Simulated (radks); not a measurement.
Results of a calculation; reference values are marked as such.
Species: Ta61+. Configuration: [He] 2p6 3s2 3p2 (not the ground configuration). Level of theory: Dirac Kohn-Sham, PBEsol, spin-unpolarised, spherical densities, point nucleus; open shells are shared between the two j in proportion to 2j + 1 (a radial shooting solver on a logarithmic mesh with Libxc functionals).

Radial electron density D(r) = 4 pi r^2 rho(r):

r (bohr),D(r) (e/bohr)
0.0009499,6.045
0.001179,8.428
0.001463,11.66
0.001816,15.96
0.002254,21.59
0.002797,28.77
0.003444,37.28
0.004274,47.69
0.005305,59.35
0.006584,71.39
0.008171,82.48
0.01014,90.89
0.01259,95.04
0.0155,94.45
0.01923,90.32
0.02387,85.91
0.02963,85.20
0.03677,89.58
0.04563,94.80
0.05664,92.01
0.06973,76.13
0.08654,51.11
0.1074,32.23
0.1333,28.32
0.1654,30.20
0.2053,24.13
0.2548,11.76
0.3138,3.364
0.3894,0.4633
0.4833,0.02771
0.5998,0.0006024

D(r) has 3 maxima, at r = 0.0135, 0.0486, 0.163 bohr, and minima at 0.0273, 0.127 bohr, inside which lie 2.08, 8.35 electrons.
